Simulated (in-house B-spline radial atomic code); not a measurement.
Ionisation energies along the 42-electron series, configuration [Kr] 4d6, as differences of self-consistent energies. Dirac energy differences include first-order Breit, QED and recoil terms. NIST's values go from ground level to ground level; the uncertainty of those that are theory runs from under 0.1 % in few-electron ions to several per cent in heavy many-electron ones. Computed with a radial B-spline atomic code at the basis-set limit: Dirac-Hartree-Fock, average of the configuration, finite nuclei.

```json
{"ion": "Ce16+", "configuration after": "[Kr] 4d5", "ionisation energy (eV)": "438.4", "IE/(q+1)² (eV)": "1.517", "Breit and QED recoil part (eV)": "-0.091375", "tabulated value (eV)": "435", "computed minus tabulated (eV)": "3.4"}
{"ion": "Pr17+", "configuration after": "[Kr] 4d5", "ionisation energy (eV)": "481.4", "IE/(q+1)² (eV)": "1.4858", "Breit and QED recoil part (eV)": "-0.10949", "tabulated value (eV)": "478", "computed minus tabulated (eV)": "3.4"}
{"ion": "Nd18+", "configuration after": "[Kr] 4d5", "ionisation energy (eV)": "526.2", "IE/(q+1)² (eV)": "1.4576", "Breit and QED recoil part (eV)": "-0.12931", "tabulated value (eV)": "522", "computed minus tabulated (eV)": "4.2"}
{"ion": "Pm19+", "configuration after": "[Kr] 4d5", "ionisation energy (eV)": "572.7", "IE/(q+1)² (eV)": "1.4319", "Breit and QED recoil part (eV)": "-0.15091", "tabulated value (eV)": "569", "computed minus tabulated (eV)": "3.7"}
{"ion": "Sm20+", "configuration after": "[Kr] 4d5", "ionisation energy (eV)": "621.1", "IE/(q+1)² (eV)": "1.4083", "Breit and QED recoil part (eV)": "-0.17433", "tabulated value (eV)": "617", "computed minus tabulated (eV)": "4.1"}
{"ion": "Eu21+", "configuration after": "[Kr] 4d5", "ionisation energy (eV)": "?", "IE/(q+1)² (eV)": "?", "Breit and QED recoil part (eV)": "?", "tabulated value (eV)": "?", "computed minus tabulated (eV)": "?"}
{"ion": "Gd22+", "configuration after": "[Kr] 4d5", "ionisation energy (eV)": "?", "IE/(q+1)² (eV)": "?", "Breit and QED recoil part (eV)": "?", "tabulated value (eV)": "?", "computed minus tabulated (eV)": "?"}
{"ion": "Tb23+", "configuration after": "[Kr] 4d5", "ionisation energy (eV)": "776.6", "IE/(q+1)² (eV)": "1.3482", "Breit and QED recoil part (eV)": "-0.25623", "tabulated value (eV)": "772", "computed minus tabulated (eV)": "4.6"}
```

**Question.** Fill in the row of Eu21+.

**Answer.** ionisation energy (eV): 671.1; IE/(q+1)² (eV): 1.3867; Breit and QED recoil part (eV): -0.19966; tabulated value (eV): 667; computed minus tabulated (eV): 4.1.

**Question.** Fill in the row of Gd22+.

**Answer.** ionisation energy (eV): 723.0; IE/(q+1)² (eV): 1.3667; Breit and QED recoil part (eV): -0.22693; tabulated value (eV): 719; computed minus tabulated (eV): 4.0.

Where a p, d or f electron is removed, the computed value is a mean over both j, so it misses the tabulated one by a part of the spin-orbit splitting; averaging over terms and missing correlation add to the gap, relatively most at low charge.
